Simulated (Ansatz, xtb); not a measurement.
Ligand exchange: SiH3Br + C2H6Si → SiH3(SiH3) + C2H3Br

Gas-phase species: SiH3Br `[SiH3]Br`, singlet; C2H6Si (vinylsilane) `C=C[SiH3]`, singlet; SiH3(SiH3) (disilane), singlet; C2H3Br (vinyl bromide) `C=CBr`, singlet. The partners trade Br for SiH3: Si–Br and C–SiH3 bonds give way to Si–SiH3 and C–Br.

Shapes, held fixed at every level: PBE0-D4/def2-TZVP. Programs: Ansatz 0.2.0, xtb 6.7.1. The zero-point and thermal change to 298 K, harmonic and unscaled (PBE0-D4/def2-TZVP), is -3.2 kJ/mol.

| level | kind | ΔH(298 K) (kJ/mol) | less CCSD(T)/def2-TZVPP |
| --- | --- | --- | --- |
| GFN0-xTB | semi-empirical | +151.2 | +21.6 |
| SPW92/def2-TZVPP | LDA | +109.8 | -19.8 |
| r2SCAN-D4/def2-TZVPP | meta-GGA | +126.3 | -3.3 |
| PBE0-D4/def2-TZVPP | global hybrid | +122.1 | -7.5 |
| MP2/def2-SVP | perturbation theory | +137.7 | +8.1 |
| MP2/def2-TZVPP | perturbation theory | +139.0 | +9.4 |
| CCSD/def2-TZVPP | coupled cluster or CI | +133.0 | +3.4 |
| CCSD(T)/def2-TZVPP | coupled cluster or CI | +129.6 | 0.0 |

The highest level, CCSD(T)/def2-TZVPP, gives ΔH(298 K) = +129.6 kJ/mol; the levels span +109.8 to +151.2. The column of differences is taken from that level and isn't an error. No measured value is set beside it here. Relativity is left out for Br. Outer-core shells of Br are correlated, in sets that cover them unevenly.
